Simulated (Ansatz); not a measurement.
Breaking the N7–H8 bond in CH6BN (SMILES CBN) (multiplicity 1 held, fragments rigid). Energies count from the point at 1.006 Å.
Geometry at that point (charge 0, multiplicity 1):
```json
[
 {"atom": "B", "x (Å)": "-0.4047", "y (Å)": "-0.1348", "z (Å)": "0.3262"},
 {"atom": "H", "x (Å)": "-1.2416", "y (Å)": "-0.4800", "z (Å)": "1.1105"},
 {"atom": "C", "x (Å)": "1.1076", "y (Å)": "-0.5000", "z (Å)": "0.5440"},
 {"atom": "H", "x (Å)": "1.2344", "y (Å)": "-1.5857", "z (Å)": "0.6075"},
 {"atom": "H", "x (Å)": "1.4628", "y (Å)": "-0.1066", "z (Å)": "1.5020"},
 {"atom": "H", "x (Å)": "1.7750", "y (Å)": "-0.1295", "z (Å)": "-0.2390"},
 {"atom": "N", "x (Å)": "-0.8350", "y (Å)": "0.5994", "z (Å)": "-0.7779"},
 {"atom": "H", "x (Å)": "-1.7976", "y (Å)": "0.8444", "z (Å)": "-0.9374"},
 {"atom": "H", "x (Å)": "-0.2103", "y (Å)": "0.9357", "z (Å)": "-1.4934"}
]
```

Signs of static correlation in cc-pVTZ, with CASSCF(2,2), from Ansatz (a quantum-chemistry and plane-wave program) runs.

```json
[
 {"R (Å)": "0.805", "T1 of restricted CCSD": "0.011", "⟨S²⟩ of UHF": "0.000", "largest double amplitude of restricted CCSD": "0.041", "CASSCF natural occupations": "1.99 0.01"},
 {"R (Å)": "0.905", "T1 of restricted CCSD": "0.011", "⟨S²⟩ of UHF": "0.000", "largest double amplitude of restricted CCSD": "0.042", "CASSCF natural occupations": "1.99 0.01"},
 {"R (Å)": "1.006", "T1 of restricted CCSD": "0.011", "⟨S²⟩ of UHF": "0.000", "largest double amplitude of restricted CCSD": "0.042", "CASSCF natural occupations": "1.98 0.02"},
 {"R (Å)": "1.107", "T1 of restricted CCSD": "0.012", "⟨S²⟩ of UHF": "0.000", "largest double amplitude of restricted CCSD": "0.043", "CASSCF natural occupations": "1.98 0.02"},
 {"R (Å)": "1.207", "T1 of restricted CCSD": "0.012", "⟨S²⟩ of UHF": "0.000", "largest double amplitude of restricted CCSD": "0.043", "CASSCF natural occupations": "1.97 0.03"},
 {"R (Å)": "1.358", "T1 of restricted CCSD": "0.013", "⟨S²⟩ of UHF": "0.000", "largest double amplitude of restricted CCSD": "0.044", "CASSCF natural occupations": "1.94 0.06"},
 {"R (Å)": "1.509", "T1 of restricted CCSD": "0.014", "⟨S²⟩ of UHF": "0.028", "largest double amplitude of restricted CCSD": "0.044", "CASSCF natural occupations": "1.91 0.09"},
 {"R (Å)": "1.761", "T1 of restricted CCSD": "0.016", "⟨S²⟩ of UHF": "0.599", "largest double amplitude of restricted CCSD": "?", "CASSCF natural occupations": "1.82 0.18"},
 {"R (Å)": "2.012", "T1 of restricted CCSD": "0.019", "⟨S²⟩ of UHF": "0.835", "largest double amplitude of restricted CCSD": "0.227", "CASSCF natural occupations": "1.69 0.31"},
 {"R (Å)": "2.314", "T1 of restricted CCSD": "0.023", "⟨S²⟩ of UHF": "0.949", "largest double amplitude of restricted CCSD": "?", "CASSCF natural occupations": "1.50 0.50"},
 {"R (Å)": "2.716", "T1 of restricted CCSD": "0.029", "⟨S²⟩ of UHF": "0.999", "largest double amplitude of restricted CCSD": "0.528", "CASSCF natural occupations": "1.29 0.71"},
 {"R (Å)": "3.219", "T1 of restricted CCSD": "0.035", "⟨S²⟩ of UHF": "1.015", "largest double amplitude of restricted CCSD": "0.669", "CASSCF natural occupations": "1.13 0.87"}
]
```

Fill in the missing entries.


- 1.761, largest double amplitude of restricted CCSD: 0.111
- 2.314, largest double amplitude of restricted CCSD: 0.368

Doubts at one or more of the structures used: a restricted determinant that unrestricted orbitals would lower (R-CCSD(T)/cc-pVTZ); other coupled-cluster roots lie near (R-CCSD(T)/cc-pVTZ); a spin-contaminated determinant (U-CCSD(T)/cc-pVTZ); T1 above 0.05 (U-CCSD(T)/cc-pVTZ).
